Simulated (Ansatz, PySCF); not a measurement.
Molecule (SMILES): BN (BH2-NH2).
Geometry (B3LYP-D3(BJ)/def2-TZVP, fixed):
```
B
N 1 1.3876
H 2 1.0069 1 123.31
H 2 1.0069 3 113.37 1 180.00
H 1 1.1928 2 119.04 3 0.00
H 1 1.1928 5 121.92 2 180.00
```
Charge 0, spin multiplicity 1.

Near-linear dependence at PBE0/aug-pcseg-2 with PySCF (spherical functions, density fitting): canonical orthogonalisation drops combinations whose overlap eigenvalue lies under the threshold. The set has 184 functions.

| threshold | orbitals kept | energy minus last row (mEh) | SCF cycles |
|---|---|---|---|
| 1e-3 | 168 | 0.106 | 8 |
| 1e-4 | 178 | 0.032 | 8 |
| 1e-5 | 184 | 0.000 | 8 |
| 1e-6 | 184 | 0.000 | 8 |
| 1e-7 | 184 | 0.000 | 8 |
| 1e-9 | 184 | 0.000 | 8 |

The smallest overlap eigenvalue is 2.3e-05. Ansatz (a first-principles code) at its default drops 0 functions.
